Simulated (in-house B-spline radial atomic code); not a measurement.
Results of a calculation; reference values are marked as such.
## Impurity-limited mobility of n-type InAs at n = 4.7622e16 cm⁻³, compensation 0.5

For InAs the NSM archive of the Ioffe Institute lists m* = 0.023 m0 and ε = 15.15.

One parabolic, isotropic band at zero temperature, uniform dielectric constant, impurities scattering independently, no phonons and no central-cell term; real bands flatten as E_F rises, which lowers the mobility at the highest densities. In effective units each ion is a point charge Z in an electron gas; its screened potential is solved self-consistently in the LDA with open boundaries (B-splines, partial waves to l = 16), which gives the phase shifts δ_l at the Fermi level.

Question: Put the electron gas into effective units.

Answer: a* = 0.0529177 nm × 15.15/0.023 = 34.86 nm and Ha* = 27211.386 meV × 0.023/15.15² = 2.727 meV. From 4π (r_s a*)³/3 = 1/n, r_s = 0.491. Then k_F = 1.91916/r_s = 3.9087 per a*, E_F = k_F²/2 = 7.6389 Ha* = 20.8 meV, and Mott's number n^(1/3) a* = 1.263.

Self-consistent phase shifts (rad):

```tsv
l	donor, Z = +1	acceptor, Z = −1
0	0.3699	-0.3350
1	0.1356	-0.1336
2	0.0591	-0.0607
3	0.0277	-0.0292
4	0.0135	-0.0144
5	0.0068	-0.0073
6	0.0034	-0.0037
7	0.0018	-0.0019
8	0.0009	-0.0010
```

With all partial waves the Friedel sums are 1.000 and -1.000, and Σ (l + 1) sin²(δ_l − δ_(l+1)) is 0.06966 for the donor and 0.05484 for the acceptor. The screened donor binds no level.

Question: Find the transport cross sections, and compare them with the Born approximation for Thomas-Fermi screening (Brooks-Herring).

Answer: σ_tr = (4π/k_F²) × sum: 0.0573 a*² for the donor and 0.04511 a*² for the acceptor. Thomas-Fermi gives q_s² = 4k_F/π = 4.9767, so b = 4k_F²/q_s² = 12.279, and σ_Born = (2π/k_F⁴)(ln(1 + b) − b/(1 + b)) = 0.02692 × 1.6615 = 0.04473 a*² for either sign. The donor scatters 1.28 times and the acceptor 1.01 times as much. Two things differ from Brooks-Herring. First order with Lindhard's response and the LDA kernel gives 1.17 times σ_Born for either sign: screening weakens at large momentum transfer, and the exchange-correlation potential of the screening charge adds to the ion's own, which is the larger part in a thin gas. Higher orders then split the signs, leaving the donor at 1.10 and the acceptor, which keeps the electrons out, at 0.86 of that.

Question: With N_A/N_D = 0.5 and n = N_D − N_A, what are the mobility and the resistivity?

Answer: N_D = 9.52e16 and N_A = 4.76e16 cm⁻³. μ = e/(ħ k_F Σ N σ_tr), with e/ħ = 15.193 cm²/(V·s) per nm². Here k_F = 0.1121 nm⁻¹, a*² = 1215 nm², 1 cm⁻³ = 1e-21 nm⁻³, and Σ N σ_tr = 0.009241 nm⁻¹, a mean free path of 108 nm. So μ = 14700 cm²/(V·s) and ρ = 1/(n e μ) = 0.00894 Ω·cm. Brooks-Herring would give 17500 cm²/(V·s). k_F times the mean free path is 12.1.
